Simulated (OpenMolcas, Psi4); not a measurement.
## How methods differ on [AlF4]− (fluoroaluminate)

The species is [AlF4]− (5 atoms), meant as a singlet with charge -1. SMILES: `[F][Al-]([F])([F])[F]`. The coordinates come from a PBE0-D4/def2-TZVPD relaxation.

```xyz
5

F    -0.1015   -0.2940    1.6600
Al    0.0000    0.0000    0.0000
F    -1.3430    0.8958   -0.4962
F     0.0345   -1.4699   -0.8310
F     1.4099    0.8681   -0.3328
```

Each level gives the HOMO–LUMO gap (eV). The values are calculated.

```
           level           kind     program  value (eV)  CPU time
 SVWN5/6-311+G**            LDA  OpenMolcas        7.25      49 s
  BLYP/6-311+G**            GGA  OpenMolcas        6.89      63 s
   PBE/6-311+G**            GGA        Psi4        6.97      14 s
revPBE/6-311+G**            GGA        Psi4        6.82      11 s
 M06-L/6-311+G**       meta-GGA  OpenMolcas        7.56      78 s
  TPSS/6-311+G**       meta-GGA        Psi4        7.21      20 s
r2SCAN/6-311+G**       meta-GGA  OpenMolcas        8.06      61 s
B2PLYP/6-311+G**  double hybrid  OpenMolcas       12.05      50 s
```

The values span 6.82 to 12.05 eV. Orbital gaps aren't excitation energies, and those of double hybrids come from the SCF part alone. CPU times are rough (shared hosts, several kinds of processor): they show what a rung costs within a factor of a few.
